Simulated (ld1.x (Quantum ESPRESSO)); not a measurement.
## arsenic (As): one change to a TM potential, before and after

arsenic, norm-conserving Troullier–Martins (Kleinman–Bylander form), made with ld1.x (Quantum ESPRESSO) 7.5 (PBE, scalar-relativistic). Core [Ar] 3d10, reference 4s2 4p1 (charge +2). Waves: 4s (bound): rc 1.50 bohr; 4p (bound): rc 1.80 bohr; 4d channel at 0.15 Ry: rc 1.95 bohr. Local part: all-electron potential smoothed inside 1.40 bohr (lloc = -1). Core correction: a·sin(br)/r model core inside 1.45 bohr.

Change: local potential all-electron potential smoothed inside 1.84 bohr (lloc = -1).

Cutoffs: the cutoffs (Ry, on a coarse ladder) from which the occupation-weighted sum of valence levels, in a spherical-Bessel basis at the reference potential, stays within 10 and 1 mRy of its value at 400 Ry; they do not see the model core or the augmentation charge, which bear on the density cutoff. Errors are all-electron minus pseudo energies relative to the spin-unpolarised reference configuration.

Question: Predict the effect on cutoff, ghosts and configuration errors.

Answer: The potential gets harder (25 Ry and 50 Ry → 35 Ry and 50 Ry); of the 7 tests that both files solve, the error grows in 5 and shrinks in 1 by more than 15 % and 0.3 meV (median size 4.4 → 5.4 meV); the range in which the s phases agree widens (upper end -0.9 → 1.2); neither file shows a bound ghost.

| quantity | base | changed |
| --- | --- | --- |
| cutoff, loose | 25 Ry | 35 Ry |
| cutoff, tight | 50 Ry | 50 Ry |
| loose cutoff by channel (10 mRy a level) | s 18 Ry, p 12 Ry | s 18 Ry, p 15 Ry |
| bound ghosts | none | none |
| error for 4s2 4p3, meV [ΔE -27.07 eV] | +2.8 | -5.7 |
| error for 4s2 4p2, meV [ΔE -17.92 eV] | +0.5 | -2.9 |
| error for 4s2 4p0, meV [ΔE 27.70 eV] | -14 | -21 |
| error for 4s1 4p3, meV [ΔE -7.81 eV] | +0.2 | -0.3 |
| error for 4s0 4p5, meV [ΔE -8.01 eV] | -5.3 | -6.2 |
| error for 4s2 4p3.3, meV [ΔE -28.30 eV] | +4.4 | -5.4 |
| error for 4s1 4p4, meV [ΔE -17.65 eV] | +4.5 | +1.6 |
| s: phases at 2.14 bohr within 0.05 rad from the reference energy up to (Ry; the scan ends near 5) | -0.9 | 1.2 |
| p: phases at 2.14 bohr within 0.05 rad from the reference energy up to (Ry; the scan ends near 5) | 1.9 | 2.5 |
| d: phases at 2.14 bohr within 0.05 rad from the reference energy up to (Ry; the scan ends near 5) | 3.1 | 3.9 |
